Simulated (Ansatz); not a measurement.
**Relaxing a trial structure of F3GaH3N**

The starting geometry of this gas-phase triplet was optimised with GFN2-xTB as a singlet; its bonds are those of `[NH3+][Ga-]([F])([F])[F]`.

```xyz
8

F     0.3488   -0.2064   -0.9891
F     1.3884    0.2830    1.7466
F    -0.6730    2.0877    0.5991
Ga    0.1693    0.5740    0.5485
N    -1.3632   -0.6507    1.3261
H    -1.0617   -1.6246    1.3462
H    -2.1923   -0.5761    0.7366
H    -1.6081   -0.3611    2.2728
```

**Question.** Predict what it relaxes into with PBE0-D4/def2-SVP.

**Answer.** It loosens into F3Ga + H3N, which stay close as a complex. Contacts that open: Ga4–N5 (2.11 → 2.85 Å).

The energy falls by 4.06 eV over 21 steps:

| step | E − E(last) (eV) |
| --- | --- |
| 1 | 4.060 |
| 3 | 2.168 |
| 5 | 1.047 |
| 8 | 0.509 |
| 10 | 0.364 |
| 12 | 0.149 |
| 14 | 0.038 |
| 17 | 0.001 |
| 19 | 0.000 |
| 21 | 0.000 |

Final geometry (Å):

```json
{"atom": "F", "x (Å)": "0.1340", "y (Å)": "-0.5598", "z (Å)": "-0.3341"}
{"atom": "F", "x (Å)": "0.7311", "y (Å)": "0.4479", "z (Å)": "2.0890"}
{"atom": "F", "x (Å)": "-1.2322", "y (Å)": "1.6138", "z (Å)": "0.4736"}
{"atom": "Ga", "x (Å)": "0.5330", "y (Å)": "1.1092", "z (Å)": "0.3856"}
{"atom": "N", "x (Å)": "-1.3600", "y (Å)": "-0.8123", "z (Å)": "1.2993"}
{"atom": "H", "x (Å)": "-1.5305", "y (Å)": "-1.7117", "z (Å)": "0.8572"}
{"atom": "H", "x (Å)": "-1.7429", "y (Å)": "0.0813", "z (Å)": "0.9068"}
{"atom": "H", "x (Å)": "-0.5244", "y (Å)": "-0.6425", "z (Å)": "1.9094"}
```

No frequencies were run, so the end isn't proven a minimum. Open shells are spin-unrestricted. The triplet needn't be the ground state. Run with Ansatz 0.2.0, 3.4 min on 2 threads of Arm Neoverse N1, with other jobs on the host.
